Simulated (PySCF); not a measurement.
Te(SMe)(SiH3) (CH6SSiTe), SMILES CS[Te][SiH3]. Atoms are numbered in the order given.

```xyz
10

Te    -0.0393    -0.1043     0.8520
S      1.3882     0.7344    -0.9591
C      1.7857    -0.8004    -1.8724
H      2.3505    -1.5044    -1.2464
H      2.4130    -0.4871    -2.7218
H      0.8767    -1.2837    -2.2567
Si    -2.0779     0.0979    -0.6267
H     -1.8589    -0.6922    -1.8705
H     -2.3238     1.5230    -0.9761
H     -3.2470    -0.4535     0.1194
```
Charge 0, spin multiplicity 1.

Coordinates come from a B3LYP-D3(BJ)/def2-SVP optimisation. The structure was generated by enumeration, and PubChem lists no compound with its InChIKey, so it may never have been made. The def2 effective core potentials stand for the cores of Te; spin–orbit coupling is left out. Other conformers were not sampled.

All values below come from PBE/def2-TZVP (PySCF).

ESP charges are fitted to the potential on shells at 1.4 to 2.0 van der Waals radii. Atomic charges (e):

```json
[
 {"atom": "Te1", "ESP fit": "0.03", "Mulliken": "0.04"},
 {"atom": "S2", "ESP fit": "-0.11", "Mulliken": "-0.18"},
 {"atom": "C3", "ESP fit": "-0.40", "Mulliken": "…"},
 {"atom": "H4", "ESP fit": "0.15", "Mulliken": "0.15"},
 {"atom": "H5", "ESP fit": "0.20", "Mulliken": "0.14"},
 {"atom": "H6", "ESP fit": "0.12", "Mulliken": "0.15"},
 {"atom": "Si7", "ESP fit": "-0.09", "Mulliken": "…"},
 {"atom": "H8", "ESP fit": "0.04", "Mulliken": "…"},
 {"atom": "H9", "ESP fit": "0.02", "Mulliken": "…"},
 {"atom": "H10", "ESP fit": "0.05", "Mulliken": "…"}
]
```

**Question.** Fill in the missing entries. (Estimate from the structure and the level; the computed values follow.)

**Answer.** 
- C3, Mulliken: -0.33
- Si7, Mulliken: 0.06
- H8, Mulliken: -0.01
- H9, Mulliken: 0.00
- H10, Mulliken: -0.01

Computed Mayer and Wiberg (Löwdin basis) orders of the bonds:
| bond | Mayer | Wiberg |
|---|---|---|
| Te1–S2 | 1.12 | 1.41 |
| S2–C3 | 1.04 | 1.53 |
| C3–H4 | 0.96 | 0.94 |
| C3–H5 | 0.94 | 0.93 |
| C3–H6 | 0.95 | 0.94 |
| Te1–Si7 | 1.10 | 1.49 |
| Si7–H8 | 0.93 | 0.97 |
| Si7–H9 | 0.93 | 0.97 |
| Si7–H10 | 0.92 | 0.97 |
